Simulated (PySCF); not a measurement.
SMILES CB(C)O[SiH2]N (C₂H₁₀BNOSi) (GFN2-xTB optimised geometry):

```
16

Si    -1.343    -1.231    -0.022
N     -1.287    -2.414     1.223
O     -0.064    -0.240    -0.005
B      0.583     0.915     0.000
C      2.178     0.915     0.000
C     -0.213     2.298     0.000
H     -1.227    -1.920    -1.303
H     -2.596    -0.508     0.195
H     -1.577    -2.183     2.158
H     -0.529    -3.076     1.251
H      2.553     1.205     0.980
H      2.596    -0.061    -0.232
H      2.580     1.635    -0.709
H     -1.221     2.193     0.393
H     -0.306     2.662    -1.022
H      0.297     3.076     0.563
```

Method: CAM-B3LYP/def2-TZVP (PySCF).

### Question
What are the frontier orbital energies and the dipole moment?

### Answer
HOMO-2 -10.66 eV, HOMO-1 -9.26 eV, HOMO -9.04 eV, LUMO 1.41 eV, LUMO+1 1.63 eV; dipole moment 1.03 D.

Meta-Löwdin charges at CAM-B3LYP/def2-TZVP: Si1 1.00, N2 -0.74, O3 -0.60, B4 0.38, C5 -0.48, C6 -0.48, H7 -0.14, H8 -0.14, H9 0.24, H10 0.24, H11 0.13, H12 0.11, H13 0.12, H14 0.11, H15 0.13, H16 0.12.
